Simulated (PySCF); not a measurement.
A run for PySCF: R-B3LYP/LANL2DZ on AsBFH3O (SMILES OB(F)[AsH2]), a point of a torsion scan.

```python
from pyscf import gto, scf, dft, mp
from pyscf.data.elements import chemcore

mol = gto.M(
    atom='''
    O    -1.41743958    0.22560580   -0.52688236
    B    -0.62970383   -0.48187346    0.28047399
    F    -1.28576775   -1.30800421    1.09758472
    As    1.42277808   -0.45089771    0.39380893
    H    -1.01499427    0.83659064   -1.14301262
    H     1.42345056    1.01379492    0.75527643
    H     1.55781650   -0.02849249   -1.05352602
    ''',
    basis='lanl2dz',
    ecp={'As': 'lanl2dz'},
    charge=0, spin=0, verbose=3, max_memory=1800)
mf = dft.RKS(mol, xc='b3lyp')
mf.conv_tol = 1e-8
mf.max_cycle = 100
mf.kernel()
if not mf.converged:
    mf = mf.newton().run(mf.mo_coeff, mf.mo_occ)
```

Give the final energy of this run.

-207.9222 hartree.
